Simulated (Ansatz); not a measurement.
System: PbCl₂, charge 0, multiplicity 1. 
Geometry from a B3LYP-D3(BJ)/def2-TZVP (Ansatz, an electronic-structure program) optimisation:
SMILES: [Cl][Pb][Cl]
```xyz
3

Pb     0.0029     0.0033     0.4695
Cl     1.2364     1.4242    -1.1502
Cl    -1.2503    -1.4401    -1.1147
```

Basis-set convergence of Hartree-Fock and MP2 correlation energies (hartree) with Ansatz. Cores are frozen in the correlated levels unless marked. Spin-orbit coupling is left out. The frozen core is the preceding noble-gas configuration, with the filled d and f shells of earlier blocks. In def2 rows, elements after Kr have scalar-relativistic effective core potentials.

| basis | functions | E(HF) | E(corr, MP2) |
|---|---|---|---|
| def2-SVP | 62 | -1110.65273 | -0.31634 |
| def2-TZVPP | 134 | -1110.97732 | -0.44807 |
| def2-QZVPP | 222 | -1111.00492 | -0.49472 |

Extrapolating the two largest sets (X = 3 and 4) as X^-3: E(corr) = (64·(-0.49472) - 27·(-0.44807))/37 = -0.5288 Eh, an estimate of the basis-set limit. The largest set recovers 93.6 % of it, the smallest 59.8 %.
